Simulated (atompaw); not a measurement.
**Reading a pseudo-wave (niobium)**

Columns: radius, all-electron u(r) and pseudo u(r) of the 4d shell (level -9.55 eV) of niobium in the configuration [Ar] 3d10 4s2 4p6 4d4 5s0 5p0; LDA (PW92), scalar-relativistic, PAW (atompaw) scheme, atompaw 4.2.0.5.

```json
{"r (bohr)": "0.108", "all-electron": "-0.1277", "pseudo": "0.0013"}
{"r (bohr)": "0.215", "all-electron": "-0.3010", "pseudo": "0.0100"}
{"r (bohr)": "0.323", "all-electron": "-0.3102", "pseudo": "0.0327"}
{"r (bohr)": "0.431", "all-electron": "-0.1930", "pseudo": "0.0733"}
{"r (bohr)": "0.538", "all-electron": "-0.0242", "pseudo": "0.1324"}
{"r (bohr)": "0.646", "all-electron": "0.1521", "pseudo": "0.2093"}
{"r (bohr)": "0.754", "all-electron": "0.3107", "pseudo": "0.2986"}
{"r (bohr)": "0.862", "all-electron": "0.4417", "pseudo": "0.3934"}
{"r (bohr)": "0.969", "all-electron": "0.5425", "pseudo": "0.4848"}
{"r (bohr)": "1.077", "all-electron": "0.6170", "pseudo": "0.5672"}
{"r (bohr)": "1.185", "all-electron": "0.6680", "pseudo": "0.6334"}
{"r (bohr)": "1.292", "all-electron": "0.6993", "pseudo": "0.6799"}
{"r (bohr)": "1.400", "all-electron": "0.7155", "pseudo": "0.7073"}
{"r (bohr)": "1.508", "all-electron": "0.7198", "pseudo": "0.7174"}
{"r (bohr)": "1.615", "all-electron": "0.7150", "pseudo": "0.7147"}
{"r (bohr)": "1.723", "all-electron": "0.7034", "pseudo": "0.7033"}
{"r (bohr)": "1.831", "all-electron": "0.6867", "pseudo": "0.6867"}
{"r (bohr)": "1.938", "all-electron": "0.6666", "pseudo": "0.6666"}
{"r (bohr)": "2.046", "all-electron": "0.6438", "pseudo": "0.6438"}
{"r (bohr)": "2.154", "all-electron": "0.6193", "pseudo": "0.6193"}
{"r (bohr)": "2.262", "all-electron": "0.5938", "pseudo": "0.5938"}
{"r (bohr)": "2.369", "all-electron": "0.5680", "pseudo": "0.5680"}
{"r (bohr)": "2.477", "all-electron": "0.5418", "pseudo": "0.5418"}
{"r (bohr)": "2.585", "all-electron": "0.5158", "pseudo": "0.5158"}
{"r (bohr)": "2.692", "all-electron": "0.4903", "pseudo": "0.4903"}
{"r (bohr)": "2.800", "all-electron": "0.4652", "pseudo": "0.4652"}
```

(1) How many radial nodes do the two functions have?

(2) At about which radius was the pseudo-wave matched?

(3) Is the pseudo-wave norm-conserving?

## Answers

(1) The all-electron 4d function has n − l − 1 = 1; the pseudo-wave has 0, since the states of the same l below it are removed with the core.

(2) 1.80 bohr. The columns agree to 0.0005 from 1.61 bohr on; several derivatives are matched, so the curves merge somewhat inside the radius.

(3) No, it belongs to a PAW set: the norm inside the radius is not constrained, and the difference is carried by the augmentation charge.
